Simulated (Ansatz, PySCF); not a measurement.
Gas-phase reaction (SMILES): O[Si](O)(O)N[Si](O)(O)O + Cl (HCl) → O[Si](O)(O)Cl [chloro(trihydroxy)silane] + N[Si](O)(O)O; hydrogen chloride cleaves one Si-N bond, a model of a ligand-exchange step.

Each molecule is optimised on its own at B3LYP-D3(BJ)/def2-TZVP (Ansatz, a program for electronic structure), one conformer each, not searched for the lowest. Valence correlation only, unless marked. No spin-orbit coupling. No relativistic terms. CBS(X,Y): correlation extrapolated as X^-3; Hartree-Fock from the larger set. The bracket is a focal-point correction in the basis named. Thermal terms are rigid-rotor harmonic-oscillator values from B3LYP-D3(BJ) frequencies (Ansatz or PySCF) at 298.15 K and 1 atm. 1 Eh = 627.5095 kcal/mol.

| species | E, RI-MP2/CBS(cc-pV(T+d)Z,cc-pV(Q+d)Z)+[CCSD(T)-MP2]/cc-pV(T+d)Z (Ansatz) (Eh) | E, wB97M-V/def2-TZVPD (Ansatz) (Eh) | H - E (Eh) |
|---|---|---|---|
| O[Si](O)(O)N[Si](O)(O)O | -1088.53182 | -1089.79804 | 0.11877 |
| Cl (HCl) | -460.37804 | -460.79070 | 0.01000 |
| O[Si](O)(O)Cl | -976.39981 | -977.42436 | 0.05273 |
| N[Si](O)(O)O | -572.51372 | -573.16822 | 0.07786 |

**Question.** Work out ΔE and ΔH at 298.15 K at the first level, then ΔH at the second.

**Answer.** 
1. ΔE = [(-976.39981) + (-572.51372)] - [(-1088.53182) + (-460.37804)] = -0.00367 Eh = -2.3 kcal/mol at RI-MP2/CBS(cc-pV(T+d)Z,cc-pV(Q+d)Z)+[CCSD(T)-MP2]/cc-pV(T+d)Z.
2. The terms H - E add up to 0.00182 Eh, so ΔH = (-0.00367 + (0.00182))×627.5095 = -1.2 kcal/mol.
3. At wB97M-V/def2-TZVPD the same steps give ΔE = -2.4 and ΔH = -1.3 kcal/mol, a shift of -0.1 from the first level.
4. These values are not checked against measurement here, since the tables used lack a sound gas-phase enthalpy of formation for at least one species.
